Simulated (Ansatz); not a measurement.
F2HOSV (`[OH][V]([F])([F])=[S]`). Total charge 0; spin multiplicity 1.

```xyz
6

O    -0.955   -0.257   -0.951
V     0.345   -0.127    0.188
F     0.295   -1.461    1.269
F     1.843   -0.100   -0.654
S     0.137    1.563    1.217
H    -1.664    0.383   -1.069
```

Task: What are the harmonic wavenumbers in cm⁻¹ at PBE0-D4/def2-TZVP (Ansatz, finite differences of forces, unscaled)? (Best estimate.)

Result: Computed: 209, 219, 225, 236, 258, 380, 610, 644, 761, 803, 829, 3880.

Task: Is this a minimum?

Result: Yes, all 12 modes are real.

Task: Give the ideal-gas thermochemistry at 298.15 K and 1 bar (rigid rotor, harmonic oscillator; point group Cs, symmetry number 1).

Result: Zero-point energy 54.2 kJ/mol; H(298) − E = 73.1 kJ/mol; entropy 334.0 J/(mol·K), of which translation 170.3, rotation 113.8, vibration 49.9; G(298) − E = -26.5 kJ/mol.

Task: Rotational constants (cm⁻¹)?

Result: 0.1134, 0.08041, 0.07953.
